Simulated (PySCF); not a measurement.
**Removing an electron from TeH2**

Species: TeH2.
Structure used (PBE0-D3(BJ)/def2-SVP), in Å, numbered top down from 1:
```
atom  x, y, z in Å
Te1    0.0046   -0.0079   -0.7825
H2     1.1761   -0.0166    0.3984
H3    -1.1807    0.0245    0.3841
```

Level: CAM-B3LYP/def2-SVPD (PySCF). Frontier orbitals with their largest atomic shares (Löwdin; up to four atoms above 4 %):

| orbital | ε (eV) | main atoms |
| --- | --- | --- |
| HOMO−3 | -19.82 | Te1 64 %, H2 18 %, H3 18 % |
| HOMO−2 | -12.22 | Te1 51 %, H2 24 %, H3 24 % |
| HOMO−1 | -10.75 | Te1 72 %, H3 14 %, H2 14 % |
| HOMO | -7.79 | ? |
| LUMO | 0.22 | Te1 70 %, H3 15 %, H2 15 % |
| LUMO+1 | 0.40 | Te1 72 %, H2 14 %, H3 14 % |
| LUMO+2 | 1.34 | Te1 92 % |

Task: What vertical ionisation energy does ΔSCF give, and how far is −ε(HOMO) from it?

Result: ΔSCF: 9.05 eV (873 kJ/mol; threshold wavelength 137 nm); ⟨S²⟩ of the doublet left behind is 0.753, against 0.75 for a pure doublet. −ε(HOMO) is 7.79 eV, 1.26 eV below it. For the exact functional −ε(HOMO) would equal the first vertical ionisation energy; CAM-B3LYP (range-separated hybrid) falls short of its own ΔSCF value by 14 %.

Task: On which atoms does the HOMO lie?

Result: Te1 (tellurium bonded to 2 H) 87 %, H2 (hydrogen on tellurium) 7 %, H3 (hydrogen on tellurium) 7 %, so more than half of it is on one atom. The HOMO−1 lies 2.96 eV lower.

Task: Shift the occupied levels rigidly so that −ε(HOMO) equals the ΔSCF value. What binding energies result?

Result: The shift is +1.26 eV: HOMO 9.05, HOMO−1 12.01, HOMO−2 13.48, HOMO−3 21.08 eV. A rigid shift is only a rough guide to the deeper ionisations.

Task: What total energies stand behind the ΔSCF value?

Result: E(N) = -269.19443 Eh and E(N − 1) = -268.86181 Eh at the same geometry, 0.33262 Eh apart.

Task: How many of the 10 lowest singlet excitations (vertical TDDFT, same level) lie below the ionisation energy?

Result: All 10; they run from 4.14 to 8.04 eV.

Isolated species at its PBE0-D3(BJ)/def2-SVP geometry, gas phase. Atoms past krypton carry effective core potentials; spin–orbit coupling is left out.
